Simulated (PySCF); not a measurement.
Vertical excitations of a molecule C3H9NSi from TDDFT-PBE0/def2-SVPD in PySCF, as energy in eV (oscillator strength): 6.21 (0.034), 7.17 (0.003), 7.52 (0.024), 7.55 (0.013), 7.65 (0.029), 7.77 (0.040), 7.90 (0.008), 7.97 (0.021), 8.03 (0.010), 8.16 (0.033). Lowest triplet (TDA): 5.86 eV. The structure is a stationary point at B3LYP-D3(BJ)/def2-SVP. The values are those of a single conformer.

Question: Which molecule gave these data?
(A) CC(C)=N[SiH3]
(B) N[SiH2]C1CC1
(C) CC/C=N\[SiH3]
(D) C=C[Si@H](C)N

Answer: B, N[SiH2]C1CC1
